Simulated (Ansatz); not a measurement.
Cost and result for the atomization energy of C₂H₅GaSSi, SMILES `[SiH3][C]1=C[S][GaH]1` (10 atoms, 10 bonds).

Cartesian coordinates in Å:
```
Si -1.046 0.582 1.194
C 0.091 -0.059 -0.102
C 0.690 0.657 -1.075
S 1.752 -0.216 -2.211
Ga 0.923 -1.719 -0.723
H -2.377 -0.080 1.105
H -0.507 0.302 2.554
H -1.229 2.052 1.042
H 0.581 1.732 -1.229
H 1.121 -3.251 -0.554
```

The species carries charge 0 and has multiplicity 1. Correlated methods include outer-core shells of Ga, which these sets cover unevenly. Scalar relativity is left out up to krypton. Geometry: relaxed with PBE0-D4/def2-TZVP. Program: Ansatz. All runs use 4 threads of an Intel Xeon Platinum 8488C on a shared host. Times are those of one run each, without the atoms' runs, and a repeat can differ threefold. Electronic energies, without spin–orbit coupling; frozen cores. CCSD(T)/CBS adds CCSD(T) − MP2 in def2-TZVPP to the MP2 limit, and its time is that of the two runs behind it. T1 = 0.015. With those shells the extrapolation isn't a true limit. B3LYP takes the VWN-RPA correlation (the form of Gaussian; ORCA's B3LYP/G).

CCSD(T)/CBS is a level of theory with its own doubt, some kJ/mol a heavy atom from the limit and from the frozen cores, so smaller differences don't rank the functionals.

```tsv
level	functions	wall time	atomization (kJ/mol)	difference from CCSD(T)/CBS	per bond
LDA (SPW92)/def2-TZVPP	264	1.2 s	3881.6	487.9	48.8
revPBE-D4/def2-TZVPP	264	1.9 s	3370.8	-22.9	-2.3
BLYP-D4/def2-TZVPP	264	2 s	3348.4	-45.3	-4.5
r2SCAN-D4/def2-TZVPP (with forces)	264	3.9 s	3413.2	19.5	1.9
CAM-B3LYP-D4/def2-TZVPP	264	4 s	3372.5	-21.2	-2.1
B3LYP-D4/def2-TZVPP (with forces)	264	4.9 s	3364.0	-29.7	-3.0
B2PLYP/def2-TZVPP	264	5.5 s	3336.6	-57.1	-5.7
B97M-V/def2-TZVPP	264	6 s	3421.8	28.1	2.8
CCSD(T)/def2-SVP	121	6 s	3182.3	-211.4	-21.1
ωB97X-V/def2-TZVPP	264	7 s	3408.9	15.2	1.5
MP2/def2-QZVPP	493	25 s	3419.8	26.1	2.6
CCSD(T)/def2-TZVPP	264	2 min	3308.7	-85.0	-8.5
CCSD(T)/CBS(def2)	–	2.4 min	3393.7	0.0	0.0
```

From BLYP to BHLYP (50 % exact exchange), in def2-TZVPP and without D4, the atomization energy moves by −40.3 kJ/mol: exact exchange takes away binding that semilocal exchange gives to molecules. Leaving LDA and LC-ωPBE aside and taking each functional with its dispersion term where it has one, the values, not all of them listed here, spread over 162.6 kJ/mol, from BHLYP-D4 to PBE-D4. LDA lies +462.5 kJ/mol from PBE without D4, its usual overbinding. In def2-TZVPP, CCSD(T) changes the Hartree–Fock value by +863.9 kJ/mol (the triples alone add +66.8 kJ/mol) and MP2 by +925.3 kJ/mol; breaking electron pairs costs correlation energy, which Hartree–Fock lacks.
